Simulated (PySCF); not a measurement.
**19F chemical shifts**

PySCF 2.14 calculation with structure optimised with GFN2-xTB and NMR shieldings at PBE0/pcSseg-1/GIAO; no solvent, no relativistic terms, a single conformation, one averaged value for each set of equivalent atoms.

Shieldings were converted by a linear fit to measured shifts: 19F: δ = 146.13 − 0.903σ +14.6 on sp3 carbon (rms 6.0 ppm, 223 shifts, 7.0 ppm with the 5 outliers that the fit left out vs CFCl3, solution or neat liquid). A few per cent of atoms miss by over 2 rms, more outside the fitted compound classes.

**Question.** Give the 19F shifts of `C#C[C@@H]1C[C@]12C[C@@H]2F`, `Cc1ccc(F)cc1`, `FC(F)O[C@H]1CCC[SiH2]C1`, `CO[SiH2][C@@]1(F)CC[C@@H](F)C1`.

**Answer.** 
```json
{"compound": "C#C[C@@H]1C[C@]12C[C@@H]2F", "environment": "fluorine on an sp3 carbon", "δ (ppm)": "-204.6"}
{"compound": "Cc1ccc(F)cc1", "environment": "aryl fluorine", "δ (ppm)": "-117.5"}
{"compound": "[F:1][CH:2]([F:3])[O:4][C@H:5]1[CH2:6][CH2:7][CH2:8][SiH2:9][CH2:10]1", "environment": "F1: fluorine of a CF2 group", "δ (ppm)": "-72.7"}
{"compound": "[F:1][CH:2]([F:3])[O:4][C@H:5]1[CH2:6][CH2:7][CH2:8][SiH2:9][CH2:10]1", "environment": "F3: fluorine of a CF2 group", "δ (ppm)": "-79.3"}
{"compound": "[CH3:1][O:2][SiH2:3][C@@:4]1([F:5])[CH2:6][CH2:7][C@@H:8]([F:9])[CH2:10]1", "environment": "F9: fluorine on an sp3 carbon", "δ (ppm)": "-170.7"}
{"compound": "[CH3:1][O:2][SiH2:3][C@@:4]1([F:5])[CH2:6][CH2:7][C@@H:8]([F:9])[CH2:10]1", "environment": "F5: fluorine on an sp3 carbon", "δ (ppm)": "-177.6"}
```

**Question.** Order these by 19F shift, lowest first.
A. C#C[C@@H]1C[C@]12C[C@@H]2F
B. F[C@H]1[C@H]2C=C[C@@H]1C=C2
C. COC1(CC(F)F)C[SiH2]C1

**Answer.** A (-204.6 ppm, fluorine on an sp3 carbon), B (-156.5 ppm, fluorine on an sp3 carbon), C (-113.4 ppm, fluorine of a CF2 group).
